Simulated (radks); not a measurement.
Values are calculated unless marked as measured or tabulated.
Numerical settings for the bromine ion Br20+, [Ne] 3s2 3p3. Level of theory: Dirac Kohn-Sham, PBE, spin-unpolarised, spherical densities, point nucleus; open shells fill j = l - 1/2 first (a radial shooting solver on a logarithmic mesh with Libxc functionals). The defaults (mesh step 0.008 in ln r, mesh end at 40 bohr or more with all orbitals vanishing there, Anderson mixing 0.5 over 9 steps, residual threshold near 1e-9 with the energy settled to 1e-9 hartree or 1e-11 of itself, here a cap of 53 iterations) give E = -2371.1480 hartree and 3p3/2 at -836.30 eV in 13 iterations. Run on one thread of a shared host, so times are rough (Arm Neoverse N1): 0.09 s of CPU time, 0.09 s wall, 13 iterations on 2476 mesh points. Changes against that run (0 stands for a change within the tolerance of the run):

[
 {"setting": "mesh step in ln r 0.005", "iterations": "13", "converged": "yes", "E (mhartree)": "0", "e(3p3/2) (meV)": "0", "CPU (s)": "0.13"},
 {"setting": "mesh step in ln r 0.03", "iterations": "13", "converged": "yes", "E (mhartree)": "+0.000888", "e(3p3/2) (meV)": "0", "CPU (s)": "0.03"},
 {"setting": "mesh step in ln r 0.08", "iterations": "3", "converged": "no", "E (mhartree)": "diverged", "e(3p3/2) (meV)": "-", "CPU (s)": "0.01"},
 {"setting": "mesh end (bohr) 3", "iterations": "13", "converged": "yes", "E (mhartree)": "0", "e(3p3/2) (meV)": "0", "CPU (s)": "0.08"},
 {"setting": "mesh end (bohr) 12", "iterations": "13", "converged": "yes", "E (mhartree)": "0", "e(3p3/2) (meV)": "0", "CPU (s)": "0.08"},
 {"setting": "residual threshold 0.1", "iterations": "8", "converged": "yes", "E (mhartree)": "0", "e(3p3/2) (meV)": "+0.182", "CPU (s)": "0.06"},
 {"setting": "residual threshold 1e-16", "iterations": "53", "converged": "no", "E (mhartree)": "0", "e(3p3/2) (meV)": "0", "CPU (s)": "0.21"},
 {"setting": "mixing 1", "iterations": "9", "converged": "yes", "E (mhartree)": "0", "e(3p3/2) (meV)": "0", "CPU (s)": "0.07"},
 {"setting": "linear mixing, mixing 0.2", "iterations": "53", "converged": "no", "E (mhartree)": "0", "e(3p3/2) (meV)": "-0.916", "CPU (s)": "0.27"},
 {"setting": "linear mixing, mixing 1", "iterations": "14", "converged": "yes", "E (mhartree)": "0", "e(3p3/2) (meV)": "0", "CPU (s)": "0.09"},
 {"setting": "mixing history 2", "iterations": "21", "converged": "yes", "E (mhartree)": "0", "e(3p3/2) (meV)": "0", "CPU (s)": "0.12"},
 {"setting": "iteration cap 8", "iterations": "8", "converged": "no", "E (mhartree)": "0", "e(3p3/2) (meV)": "+0.0947", "CPU (s)": "0.05"}
]

No run marked as converged misses the energy by more than 1 mhartree. A mesh that ends early acts as a hard wall.
